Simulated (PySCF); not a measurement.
SMILES [Br][SnH]([Br])[Br] (HBr₃Sn), singlet, PBE0/def2-SVP optimised geometry.

```
5

Sn    -0.85    -1.18     0.00
Br    -1.63     1.18     0.00
Br    -1.63    -2.25     2.09
Br     1.63    -1.18     0.00
H     -1.45    -2.01    -1.36
```

Density from PySCF 2.14.0 with PBE0/def2-TZVP, def2 effective core potentials past Kr at that geometry. The core electrons that the potentials of Sn replace are not part of the density.

Minimum of the electron density along straight lines between bonded atoms, close to the bond critical point (lines longer than 1.1 times the sum of covalent radii, or with two minima, are not listed):

| bond | length / Å | ρ at the minimum / e bohr⁻³ | ∇²ρ there / e bohr⁻⁵ | position (fraction from the first atom) |
|---|---|---|---|---|
| Sn1–Br2 | 2.475 | 0.080 | 0.10 | 0.47 |
| Sn1–Br3 | 2.475 | 0.080 | 0.10 | 0.47 |
| Sn1–Br4 | 2.475 | 0.080 | 0.10 | 0.47 |
| Sn1–H5 | 1.704 | ? | ? | 0.63 |

### Question
Some entries are withheld; supply them.

### Answer

- Sn1–H5, ρ at the minimum / e bohr⁻³: 0.117
- Sn1–H5, ∇²ρ there / e bohr⁻⁵: 0.04
